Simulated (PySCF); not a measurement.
C7H11N.
Z-matrix (Å and degrees, GFN2-xTB geometry), rows numbered from 1:
```
C 
C   1  1.3190
C   2  1.4992  1  124.35
C   3  1.5054  2  109.45  1   116.42
C   4  1.3320  3  122.44  2   -98.16
C   4  1.4550  3  117.11  2    80.46
N   6  1.2614  4  121.70  3     3.70
C   7  1.4239  6  120.61  4   179.80
H   1  1.0782  2  121.84  3     0.77
H   1  1.0769  2  122.08  3  -179.79
H   2  1.0810  1  120.92  3   179.01
H   3  1.0916  2  108.72  1  -125.47
H   3  1.0904  2  110.09  1    -4.96
H   5  1.0777  4  121.90  3   178.55
H   5  1.0765  4  121.71  3    -1.62
H   6  1.1022  4  115.89  3  -176.81
H   8  1.0915  7  108.26  6   122.43
H   8  1.0998  7  113.75  6     0.46
H   8  1.0915  7  108.23  6  -121.41
```

Level of theory: PySCF 2.14.0, density-fitted response routines, TDDFT PBE0/def2-SVPD, vertical, gas phase, core orbitals frozen in the response.

Frontier orbitals with the atoms that hold most of them (Löwdin shares over 4%, at most four atoms; ? is withheld):

```json
{"orbital": "HOMO-3", "ε (eV)": "-9.27", "atoms": "C6 19%, N7 17%, C3 10%, C2 9%"}
{"orbital": "HOMO-2", "ε (eV)": "-7.61", "atoms": "N7 22%, C1 19%, C2 19%, C4 6%"}
{"orbital": "HOMO-1", "ε (eV)": "-7.25", "atoms": "?"}
{"orbital": "HOMO", "ε (eV)": "-7.11", "atoms": "C1 19%, C2 17%, C5 16%, C4 14%"}
{"orbital": "LUMO", "ε (eV)": "?", "atoms": "?"}
{"orbital": "LUMO+1", "ε (eV)": "0.51", "atoms": "C1 31%, C2 30%, H9 6%, H10 6%"}
{"orbital": "LUMO+2", "ε (eV)": "0.88", "atoms": "C8 20%, C6 12%, C5 12%, H16 9%"}
```

Which atoms hold the HOMO-1, and with what shares?

N7 (bonded to 2 C) 42%; C6 (bonded to C, N and H) 10%; C5 (bonded to C and 2 H) 10%; C4 (bonded to 3 C) 9%. By element: nitrogen 42%, carbon 28% or more.

Which atoms hold the LUMO, and with what shares?

C5 (bonded to C and 2 H) 25%; N7 (bonded to 2 C) 23%; C6 (bonded to C, N and H) 16%; C4 (bonded to 3 C) 16%. By element: carbon 57% or more, nitrogen 23%.

What is the LUMO energy, and the HOMO–LUMO gap?

ε(LUMO) = -1.18 eV; the gap is 5.93 eV (0.2179 hartree).

The HOMO–LUMO gap is 5.93 eV. Where does the response calculation put the lowest singlet, and from which orbitals?

S1 is at 4.42 eV (f = 0.0003), 1.51 eV below the gap, made of HOMO-1→LUMO (68%), HOMO→LUMO (17%), HOMO-2→LUMO (12%). Its leading pair isn't HOMO and LUMO; the energies of that pair differ by 6.07 eV. 

Next come S2 at 5.17 eV (f 0.027), HOMO→LUMO (55%), HOMO-2→LUMO (44%); S3 at 5.83 eV (f 0.448), HOMO-2→LUMO (41%), HOMO-1→LUMO (28%), HOMO→LUMO (26%); S4 at 6.62 eV (f 0.040), HOMO-1→LUMO+1 (60%), HOMO→LUMO+1 (34%); S5 at 6.75 eV (f 0.062), HOMO→LUMO+1 (43%), HOMO-1→LUMO+1 (32%), HOMO-2→LUMO+1 (16%).

One conformer stands for the species.
